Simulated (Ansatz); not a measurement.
`C=CC[Se]C=C`. Total charge 0; spin multiplicity 1. The geometry is a stationary point of PBE0-D4/def2-TZVP. It is one conformer, not always the lowest.

```xyz
14

C     2.173   -0.075   -0.428
C     1.498   -0.602    0.586
C     0.323   -1.488    0.430
Se   -1.322   -0.643    1.104
C    -1.343    0.836   -0.070
C    -2.441    1.496   -0.413
H     1.904   -0.289   -1.458
H     3.021    0.578   -0.265
H     1.785   -0.365    1.608
H     0.407   -2.389    1.041
H     0.160   -1.781   -0.607
H    -0.359    1.148   -0.407
H    -2.376    2.380   -1.038
H    -3.429    1.194   -0.083
```

(1) What is the dipole moment at PBE/def2-TZVPP? (Estimate.)

(2) And with r2SCAN, B3LYP, ωB97M-V? (Best estimate.)

(3) Give the Mulliken charges with PBE, B3LYP, r2SCAN in def2-TZVPP. (An estimate is asked.)

Results:

(1) The calculation gave: 1.20 D, with components (1.03, -0.24, -0.57) D in this frame, pointing from negative to positive charge.

(2) Computed: r2SCAN 1.29 D, B3LYP 1.23 D, ωB97M-V 1.24 D.

(3) The calculation gave: 
```json
{"atom": "C1", "PBE": "-0.21", "B3LYP": "-0.24", "r2SCAN": "-0.22"}
{"atom": "C2", "PBE": "-0.11", "B3LYP": "-0.11", "r2SCAN": "-0.09"}
{"atom": "C3", "PBE": "-0.18", "B3LYP": "-0.20", "r2SCAN": "-0.09"}
{"atom": "Se4", "PBE": "0.06", "B3LYP": "0.07", "r2SCAN": "0.05"}
{"atom": "C5", "PBE": "-0.13", "B3LYP": "-0.16", "r2SCAN": "-0.12"}
{"atom": "C6", "PBE": "-0.23", "B3LYP": "-0.24", "r2SCAN": "-0.22"}
{"atom": "H7", "PBE": "0.09", "B3LYP": "0.10", "r2SCAN": "0.08"}
{"atom": "H8", "PBE": "0.10", "B3LYP": "0.11", "r2SCAN": "0.09"}
{"atom": "H9", "PBE": "0.10", "B3LYP": "0.11", "r2SCAN": "0.09"}
{"atom": "H10", "PBE": "0.12", "B3LYP": "0.12", "r2SCAN": "0.09"}
{"atom": "H11", "PBE": "0.11", "B3LYP": "0.11", "r2SCAN": "0.08"}
{"atom": "H12", "PBE": "0.10", "B3LYP": "0.12", "r2SCAN": "0.10"}
{"atom": "H13", "PBE": "0.10", "B3LYP": "0.11", "r2SCAN": "0.08"}
{"atom": "H14", "PBE": "0.09", "B3LYP": "0.10", "r2SCAN": "0.08"}
```

B3LYP here is the variant with VWN-RPA as its local correlation; programs differ in this.
